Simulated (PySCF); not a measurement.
Molecule: `CCCNC(C)=O`, C$_{5}$H$_{11}$NO.

Geometry:
```csv
atom,x (Å),y (Å),z (Å)
C1,-1.887,0.889,-0.722
C2,-1.789,-0.336,0.173
C3,-0.575,-1.209,-0.126
N4,0.682,-0.529,0.063
C5,1.502,-0.192,-0.975
C6,2.747,0.567,-0.569
O7,1.255,-0.480,-2.129
H8,-2.767,1.501,-0.473
H9,-0.996,1.527,-0.617
H10,-1.958,0.602,-1.783
H11,-2.692,-0.961,0.065
H12,-1.766,-0.026,1.233
H13,-0.604,-2.123,0.492
H14,-0.584,-1.525,-1.180
H15,0.931,-0.224,0.995
H16,3.350,0.753,-1.465
H17,2.484,1.530,-0.105
H18,3.341,-0.008,0.158
```

Geometry PBE0-D3(BJ)/def2-SVP throughout; GIAO in PySCF 2.14, gas phase, one conformer, non-relativistic; equivalent atoms averaged; functional PBE0.

Q: How do the shifts δ (against TMS, NH3, H2O at the same level) depend on the basis set? (a selection of nuclei; ppm; last column core-seconds on shared hosts with different chips, so compare them loosely)

A: 
| basis set | functions | C5 | C3 | C2 | C6 | N4 | O7 | H15 | H13/H14 | H11/H12 | core-s |
| --- | --- | --- | --- | --- | --- | --- | --- | --- | --- | --- | --- |
| STO-3G | 46 | 107.1 | 39.3 | 25.8 | 23.3 | 60.2 | 395.4 | 3.16 | 2.50 | 1.00 | 7.2 |
| pcSseg-0 | 85 | 178.0 | 39.6 | 26.0 | 26.9 | 123.0 | 469.4 | 3.12 | 3.39 | 1.21 | 7.4 |
| 6-31G | 85 | 158.7 | 37.0 | 25.5 | 23.6 | 109.1 | 397.9 | 3.84 | 3.46 | 1.40 | 15 |
| 6-31G* | 120 | 154.9 | 37.3 | 25.0 | 21.8 | 106.7 | 371.8 | 3.62 | 3.33 | 1.31 | 22 |
| cc-pVDZ | 153 | 160.6 | 38.6 | 27.8 | 22.3 | 121.4 | 400.3 | 3.64 | 3.27 | 1.17 | 17 |
| def2-SVP | 153 | 160.3 | 36.6 | 24.7 | 21.1 | 118.1 | 401.3 | 3.64 | 3.14 | 1.07 | 16 |
| pcSseg-1 | 174 | 168.8 | 39.3 | 27.3 | 23.4 | 132.3 | 428.9 | 3.90 | 3.33 | 1.20 | 22 |
| 6-311+G(2d,p) | 255 | 168.2 | 38.6 | 27.3 | 22.1 | 129.1 | 400.2 | 4.13 | 3.44 | 1.29 | 64 |
| aug-cc-pVDZ | 260 | 164.2 | 38.1 | 27.8 | 21.9 | 122.0 | 381.1 | 4.37 | 3.55 | 1.38 | 38 |
| def2-TZVP | 283 | 169.6 | 39.8 | 28.1 | 22.8 | 131.2 | 410.8 | 4.14 | 3.42 | 1.30 | 43 |

Q: Which nucleus among those listed moves most, in ppm?

A: O7 (amide-type carbonyl oxygen): from 371.8 ppm with 6-31G* to 469.4 ppm with pcSseg-0. The smallest spread is 0.40 ppm, at H11/H12. Proton shifts span only some 12 ppm, so a few tenths of a ppm matter as much there as several ppm in carbon.

Q: Taking the largest basis, def2-TZVP (283 functions), as the yardstick, rank the others by their worst heavy-atom deviation.

A: cc-pVDZ 10.5 ppm (153 functions), 6-311+G(2d,p) 10.6 ppm (255 functions), def2-SVP 13.1 ppm (153 functions), pcSseg-1 18.1 ppm (174 functions), 6-31G 22.1 ppm (85 functions), aug-cc-pVDZ 29.7 ppm (260 functions), 6-31G* 39.0 ppm (120 functions), pcSseg-0 58.6 ppm (85 functions), STO-3G 71.0 ppm (46 functions).

A small basis that lands close on one nucleus may do so by chance; judge by the trend and by all nuclei.
